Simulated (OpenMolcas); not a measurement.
Computed levels of 3d⁶ in ions with 24 electrons, in cm-1 above ⁵D₄.

- Program: OpenMolcas 26.06
- Method: RASSCF
- Basis: ANO-R2
- Scalar Hamiltonian: X2C, finite nucleus
- Spin-orbit coupling: state interaction with AMFI integrals over the reference wave functions, term energies averaged over their components

Active space for each ion: 12 electrons in 8 orbitals (RAS1 3p, at most 2 holes; RAS2 3d).

```json
{"Level": "⁵D₃", "Fe2+": "439", "Ni4+": "852", "Cu5+": "1135"}
{"Level": "⁵D₂", "Fe2+": "748", "Ni4+": "1435", "Cu5+": "1896"}
{"Level": "⁵D₁", "Fe2+": "947", "Ni4+": "1806", "Cu5+": "2380"}
{"Level": "⁵D₀", "Fe2+": "1045", "Ni4+": "1987", "Cu5+": "2615"}
{"Level": "³P₂(1)", "Fe2+": "21446", "Ni4+": "28205", "Cu5+": "31374"}
{"Level": "³P₁(1)", "Fe2+": "22751", "Ni4+": "30729", "Cu5+": "34727"}
{"Level": "³P₀(1)", "Fe2+": "23289", "Ni4+": "31662", "Cu5+": "35880"}
{"Level": "³H₆", "Fe2+": "24259", "Ni4+": "31628", "Cu5+": "35029"}
{"Level": "³F₄(1)", "Fe2+": "24380", "Ni4+": "31833", "Cu5+": "35224"}
```

Task: Estimate ⁵D₀, ³P₂(1), ³P₁(1) for Co3+ from its neighbours Fe2+ and Ni4+.

Result: ⁵D₀ is fine structure, which grows about as the fourth power of a screened charge, so the fourth roots are averaged: ((1045^0.25 + 1987^0.25) / 2)^4 = 1460. The calculation gives 1465, so the estimate is off by -0.3 %; the measured value is 1494 (Sugar and Corliss, J. Phys. Chem. Ref. Data 10, 1097 (1981)).
³P₂(1) is another term, which grows about linearly with the charge: (21446 + 28205) / 2 = 24826. The calculation gives 24910, so the estimate is off by -0.3 %; the measured value is 22883 (Sugar and Corliss, J. Phys. Chem. Ref. Data 10, 1097 (1981)).
³P₁(1) is another term, which grows about linearly with the charge: (22751 + 30729) / 2 = 26740. The calculation gives 26754, so the estimate is off by -0.1 %; the measured value is 24729 (Sugar and Corliss, J. Phys. Chem. Ref. Data 10, 1097 (1981)).

Mixed levels, with the weight of the term that names them: Co3+ ³F₄(1) (72 %), Ni4+ ³F₄(1) (63 %), Cu5+ ³F₄(1) (57 %).

Without dynamic correlation excited terms often stand tens of per cent too high (terms of higher spin than the ground term too low), and those without a measured partner can miss by more than the paired ones. Active for correlation alone: 3p; no level in the range computed is led by a configuration that opens it, so any true level of that kind is missing. Measured partners are found by configuration, term and J. A level has none where our copy of the source lacks it or the pairing is in doubt (some pairs that miss far off the trend of their configuration count as doubtful), and it then counts in no deviation. Levels of configurations outside the active space are missing.

A number in round brackets counts repeated terms of one configuration in the order of the reference energies.
